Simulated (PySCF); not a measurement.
**Ge: electron affinity**

Ge⁻ [Ar] 3d10 4s2 4p3 (4S) → Ge [Ar] 3d10 4s2 4p2 (3P), as a difference of total energies. Computed with PySCF 2.14 in x2c-QZVPPall with one added diffuse shell each of s, p, d, f type (12s9p6d5f1g, 113 functions), with the spin-free X2C one-electron Hamiltonian (Gaussian nucleus). Correlated levels: valence: [Ar] 3d10 frozen; valence and next inner shell: [Ne] frozen. The calculations carry no spin-orbit coupling.

| method | electron affinity (eV) | plus first-order spin-orbit estimate | error of that sum (eV) |
| --- | --- | --- | --- |
| UHF | 0.833 | 0.727 | -0.506 |
| LDA | 1.534 | 1.428 | +0.195 |
| PBE | 1.404 | 1.298 | +0.065 |
| PBE0 | 1.371 | 1.265 | +0.032 |
| r2SCAN | 1.483 | 1.377 | +0.144 |
| BHandHLYP | 1.111 | 1.005 | -0.228 |
| M06-2X | 1.222 | 1.116 | -0.117 |
| MN15 | 1.383 | 1.277 | +0.044 |
| MP2 (valence) | 1.312 | 1.206 | -0.027 |
| SCS-MP2 (valence) | 1.144 | 1.038 | -0.195 |
| MP2 (valence and next inner shell) | 1.339 | 1.233 | 0.000 |
| SCS-MP2 (valence and next inner shell) | 1.157 | 1.051 | -0.182 |

Reference: 1.233 eV (measured; photodetachment measurements, as compiled on the Wikipedia data page of electron affinities).

A first-order spin-orbit estimate (lowest level to lowest level, LS coupling) adds -0.106 eV.

Errors of the correlated levels include the incompleteness of this basis and the frozen core.

In the anion the highest occupied orbital energy is positive at LDA, PBE, PBE0, r2SCAN, MN15, a self-interaction effect; the basis confines that electron, and the energy difference can still be sensible.
